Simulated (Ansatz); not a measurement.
Ge(vinyl)(OEt)3 (C8H18GeO3), relaxed as a singlet with RKS r2SCAN-D4/def2-SVP in Ansatz, starting from the GFN2-xTB geometry. Force threshold 0.03 eV/Å.

Start:

| atom | x (Å) | y (Å) | z (Å) |
| --- | --- | --- | --- |
| Ge1 | 0.177 | -0.415 | -0.769 |
| C2 | 0.652 | 0.110 | -2.602 |
| C3 | 1.534 | 1.047 | -2.893 |
| H4 | 0.135 | -0.430 | -3.383 |
| H5 | 2.056 | 1.578 | -2.114 |
| H6 | 1.775 | 1.309 | -3.913 |
| O7 | 0.245 | -2.163 | -0.688 |
| C8 | -0.552 | -3.045 | 0.082 |
| C9 | -0.182 | -3.027 | 1.557 |
| H10 | -1.610 | -2.794 | -0.034 |
| H11 | -0.372 | -4.039 | -0.342 |
| H12 | -0.758 | -3.775 | 2.095 |
| H13 | 0.879 | -3.235 | 1.678 |
| H14 | -0.396 | -2.044 | 1.972 |
| O15 | -1.457 | -0.033 | -0.145 |
| C16 | -1.996 | 1.264 | -0.007 |
| C17 | -2.466 | 1.844 | -1.333 |
| H18 | -2.846 | 1.157 | 0.678 |
| H19 | -1.264 | 1.941 | 0.451 |
| H20 | -2.934 | 2.812 | -1.170 |
| H21 | -1.616 | 1.964 | -2.004 |
| H22 | -3.183 | 1.172 | -1.797 |
| O23 | 1.361 | 0.420 | 0.249 |
| C24 | 1.415 | 0.463 | 1.661 |
| C25 | 2.128 | 1.739 | 2.087 |
| H26 | 0.406 | 0.440 | 2.093 |
| H27 | 1.964 | -0.412 | 2.030 |
| H28 | 2.203 | 1.779 | 3.170 |
| H29 | 3.126 | 1.764 | 1.657 |
| H30 | 1.579 | 2.610 | 1.734 |

(1) Estimate the energy that the relaxation releases and the steps that it takes.

(2) Does the start keep its bonding?

(3) Predict the relaxed structure.

## Answers

(1) 15.4 kJ/mol, in 21 steps; 2.7 min on 4 threads of Arm Neoverse V2 on a shared host. The force fell under the threshold at step 17, but the optimiser went on. No frequencies were taken in this run, so the end may be a saddle point.

(2) By distances, no bond broke or formed. The bond that changes most is Ge1–C2, from 1.96 to 1.92 Å (atoms count from 1).

(3) 
Cartesian coordinates in Å:
```
Ge 0.2954 -0.3808 -0.7851
C 0.6503 0.2018 -2.5786
C 1.4969 1.2102 -2.8281
H 0.1360 -0.3076 -3.4031
H 2.0251 1.7222 -2.0160
H 1.6985 1.5526 -3.8505
O 0.4958 -2.1239 -0.5995
C -0.4562 -2.9491 0.0649
C -0.3796 -2.8247 1.5743
H -1.4812 -2.7157 -0.2780
H -0.2283 -3.9838 -0.2458
H -1.0643 -3.5403 2.0584
H 0.6430 -3.0292 1.9297
H -0.6703 -1.8106 1.8918
O -1.3504 -0.0895 -0.1652
C -1.8619 1.2374 -0.1248
C -2.6919 1.5510 -1.3556
H -2.4848 1.3165 0.7850
H -1.0413 1.9758 -0.0136
H -3.1429 2.5538 -1.2814
H -2.0714 1.5214 -2.2658
H -3.5011 0.8124 -1.4674
O 1.4275 0.5612 0.2069
C 1.4191 0.4685 1.6243
C 2.3204 1.5470 2.1859
H 0.3886 0.5863 2.0171
H 1.7730 -0.5317 1.9436
H 2.3514 1.4981 3.2857
H 3.3450 1.4265 1.8012
H 1.9593 2.5444 1.8897
```
Bond lengths: 4 × C–C 1.34 to 1.52 Å; 3 × C–O 1.42 Å; 3 × Ge–O 1.76 to 1.78 Å; 1 × C–Ge 1.92 Å; 18 × C–H 1.10 to 1.11 Å.
